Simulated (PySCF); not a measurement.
# Computed structure and properties of NdCl3(H2O)

System: NdCl3(H2O) (singlet in the valence; each metal's 4f electrons, 3 of them, lie in its core potential, out of spins and levels); start: template (Cs). Method: PySCF 2.14.0, RKS PBE0, Nd lcecp-1-SVP with ECP49, Cl def2-SVP, O def2-SVP, H def2-SVP; non-relativistic Hamiltonian with scalar-relativistic core potentials where named; density fitting; no spin-orbit coupling.

Input of the relaxation:

```python
mol = gto.M(atom='''
Nd    -0.10273     0.10273    -0.10273
Cl     1.44497     1.65043     1.44497
Cl    -1.65043    -1.44497     1.44497
Cl     1.44497    -1.44497    -1.65043
O     -1.55913     1.55913    -1.55913
H     -1.89973     2.44423    -1.35523
H     -1.89973     1.35523    -2.44423''',
    basis={'Nd': 'lcecp-1-SVP', 'Cl': 'def2-SVP', 'O': 'def2-SVP', 'H': 'def2-SVP'},
    ecp={'Nd': 'lcecp-1-SVP'},
    charge=0, spin=0)
mf = dft.RKS(mol, xc='PBE0')
mf.grids.atom_grid = (50, 194)  # f atoms: unpruned, at least (60, 302)
mf = mf.density_fit()  # fitting sets: Nd AutoAux, Cl def2-universal-JKFIT, O def2-universal-JKFIT, H def2-universal-JKFIT
mf.conv_tol = 1e-08; mf.max_cycle = 55
mf.kernel(dm0)  # dm0: converged density of the start geometry
# quasi-Newton relaxation in Cartesian coordinates to a largest gradient under 0.00045 Eh/bohr, steps kept in the point group
```

Run from Python with OMP_NUM_THREADS=2; the lines above give its settings. Where DIIS fails, smearing, a level shift and second-order steps follow.
It took 4 min on 2 threads of Intel(R) Xeon(R) Platinum 8259CL CPU @ 2.50GHz (Skylake/Cascade Lake) (shared host), from the converged density of the start.

Course of the relaxation:

```tsv
step	energy above end (eV)	largest force component within the symmetry (eV/Å)
0	0.4536	0.956
1	0.1808	0.516
2	0.0747	0.190
3	0.0606	0.107
4	0.0287	0.129
5	0.0168	0.137
6	0.0061	0.064
7	0.0038	0.024
17	0.0003	0.031
18	0.0003	0.026
19	0.0002	0.042
20	0.0001	0.026
21	0.0000	0.023
22	0.0000	0.009
```
(The steps between are left out.)

Relaxed geometry (Cs):

```xyz
7

Nd   -0.0653   -0.0706    0.0706
Cl    1.0234    1.9622    1.1717
Cl   -1.7372   -1.4289    1.4289
Cl    1.0234   -1.1717   -1.9622
O    -1.4147    1.3784   -1.3784
H    -1.5258    2.3262   -1.2261
H    -1.5258    1.2261   -2.3262
```

```tsv
contact	Å
Nd1–Cl2 (Cl)	2.555
Nd1–Cl3 (Cl)	2.547
Nd1–Cl4 (Cl)	2.555
Nd1–O5 (H2O)	2.454
```

On the finer grid (75, 302):

* HOMO: -8.39 eV
* LUMO: -1.51 eV
* Dipole about the centre of mass: 5.48 D
* Set of Mulliken populations of Nd1 outside the core potential: s 2.22, p 6.36, d 1.46, f 0.06
* D3(BJ) dispersion energy (not in the energies): -0.181 eV

```
atom  Mulliken (e)  Löwdin (e)  spin (e)
 Nd1          0.89       -0.07      0.00
 Cl2         -0.37       -0.08      0.00
 Cl3         -0.36       -0.07      0.00
 Cl4         -0.37       -0.08      0.00
  O5         -0.28        0.01      0.00
  H6          0.24        0.14      0.00
  H7          0.24        0.14      0.00
```

The 4f levels lie in the core potential and are missing. Their spin isn't counted.

On the grid (50, 194), as all that follows. Harmonic modes: 1 unstable but soft, so probably a saddle point, though modes this soft are near the noise (counted below −25 cm⁻¹); lowest -36 cm⁻¹ (negative: unstable), highest 3933 cm⁻¹, zero-point energy 0.731 eV.

Taking off one Cl (charge -1, singlet; the rest: singlet) in vacuum, both parts rigid, costs 8.79 eV; the small basis without counterpoise inflates it. Most of it is the attraction of opposite charges; other ways to part are cheaper, and one spin state was tried for the rest.

Rigid scan of Cl along the line from its metal:

distance to Cl2 (Å), energy (eV) and a bar:
```
     2.26      0.730 #######
     2.36      0.285 ###
     2.46      0.063 #
     2.56      0.000 
     2.66      0.049 
     2.76      0.174 ##
     2.96      0.560 #####
     3.26      1.271 ############
     3.66      2.204 #####################
     4.16      3.179 ##############################
```

Taking off one H2O (charge 0, singlet; the rest: singlet) in vacuum, both parts rigid, costs 1.45 eV; the small basis without counterpoise inflates it.

Rigid scan of H2O along the line from its metal:

distance to O5 (Å), energy (eV) and a bar:
```
     2.15      0.396 ############
     2.25      0.149 ####
     2.35      0.032 #
     2.45      0.000 
     2.55      0.024 #
     2.65      0.082 ##
     2.85      0.245 #######
     3.15      0.507 ###############
     3.55      0.792 #######################
     4.05      1.030 ##############################
```

One start shape was tried, so this needn't be the lowest isomer.

An lcecp potential fixes the number of 4f electrons, so in runs with it no electron can move into or out of that shell.
